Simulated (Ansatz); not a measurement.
Computed with Ansatz on PBE0-D4/def2-TZVP structures; ΔE is electronic, products minus reactants. CCSD(T)/CBS adds triple-zeta CCSD(T) − MP2 to the extrapolated MP2 energy (def2 sets, frozen cores). Functionals use def2-TZVPP. B3LYP here is the variant with VWN-RPA as its local correlation; programs differ in this. def2 core potentials past Kr. For In outer-core shells are correlated without core-valence functions, which leaves a few kJ/mol of doubt a bond. One conformer a species, not always the lowest.

Consider the ligand exchange at the Si–S bond: `BC[SiH2]S[SiH3]` + `[CH3][In]([NH2])[OH]` → `[CH3][In]([NH2])[O][SiH3]` + `BC[SiH2]S`.

```tsv
level	ΔE (eV)
r2SCAN-D4	-0.47
PBE0-D4	-0.38
B3LYP-D4	-0.53
PBE0	-0.44
MP2/def2-TZVPP	-0.50
SCS-MP2/def2-TZVPP	-0.60
CCSD/def2-TZVPP	-0.61
SCS-MP2/def2-QZVPP	-0.58
```

Problem. What does CCSD(T)/CBS give? (Best estimate.)

Solution. Ansatz gave: -0.51 eV. The listed levels differ from it by 0.04, 0.13, -0.02, 0.07, 0.01, -0.09, -0.10, -0.07 eV.

Largest T1 diagnostic among the species: 0.015.

From PBE to PBE0 (25 % exact exchange), in def2-TZVPP and without D4, ΔE moves by −0.06 eV. The D4 term adds +0.12 eV with B3LYP and +0.06 eV with PBE0; it sums over pairs of atoms, weighted by their polarisabilities, and B3LYP, whose exchange is more repulsive, gets the larger term.
